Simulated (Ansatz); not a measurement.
AlBrH₄N₂, SMILES `[NH2][Al]([NH2])[Br]`, relaxed with RKS PBE0-D4/def2-TZVP in Ansatz 0.2.0 from a PBE-D4/def2-SVP geometry. The force threshold is 0.005 eV/Å; the program also tests the step.

Total charge 0; spin multiplicity 1.

Start:

```xyz
8

N    -0.788   -0.772    1.171
Al    0.408    0.118    0.206
N     0.163    0.585   -1.490
Br    2.372    0.695    1.201
H    -0.628   -1.057    2.139
H    -1.716   -1.068    0.864
H    -0.664    0.393   -2.058
H     0.853    1.106   -2.034
```

```
step  energy (eV)  largest force (eV/Å)  largest move (Å)
   1  -79679.5496                 0.656             0.000
   2  -79679.5792                 0.165             0.025
   3  -79679.5823                 0.029             0.013
   4  -79679.5824                 0.019             0.006
   5  -79679.5824                 0.006             0.002
   6  -79679.5824                 0.002             0.002
```

End:

```xyz
8

N    -0.780   -0.763    1.157
Al    0.407    0.118    0.205
N     0.158    0.582   -1.471
Br    2.359    0.684    1.191
H    -0.636   -1.028    2.117
H    -1.682   -1.070    0.835
H    -0.664    0.390   -2.020
H     0.837    1.087   -2.015
```

It took 16 s on 4 threads of a server CPU on a shared host, with 0.43 GiB of host memory at the peak.
